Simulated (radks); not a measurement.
The numbers below are computed, except where a source is named.
Charge is removed step by step from the 2p down level of the neon ion Ne+, starting from [He] 2s2 2p(up 3, down 2). Level of theory: scalar-relativistic Kohn-Sham, LDA (Slater exchange, Perdew-Wang correlation), spin-polarised, spherical densities, finite nucleus; Fermi nuclear charge, rms radius 3.0055 fm (a radial shooting solver on a logarithmic mesh with Libxc functionals).

| removed (e) | E - E(0) (eV) | eigenvalue (eV) | E minus straight line (eV) |
|---|---|---|---|
| 0 | 0.000 | -31.375 | 0.000 |
| 0.1 | 3.235 | -33.337 | -0.922 |
| 0.2 | 6.668 | -35.328 | -1.646 |
| 0.3 | 10.301 | -37.347 | -2.169 |
| 0.4 | 14.138 | -39.393 | -2.490 |
| 0.5 | 18.180 | -41.465 | -2.604 |
| 0.6 | 22.431 | -43.562 | -2.510 |
| 0.7 | 26.893 | -45.684 | -2.205 |
| 0.8 | 31.568 | -47.830 | -1.686 |
| 0.9 | 36.459 | -49.999 | -0.952 |
| 1 | 41.568 | -52.190 | 0.000 |

Removing the whole electron costs 41.568 eV by Delta-SCF, against 31.375 eV from minus the eigenvalue at the starting occupation. Slater's transition state (half an electron removed) gives 41.465 eV. Integrating minus the eigenvalue over the occupation (Janak's theorem) gives 41.571 eV. In this scalar-relativistic scheme the density is built from large components alone, so the theorem holds only approximately. The mean slope of the eigenvalue, de/dn, is 20.8 eV per electron. Ionisation energy of Ne+ in the NIST Atomic Spectra Database: 40.963 eV (measured).
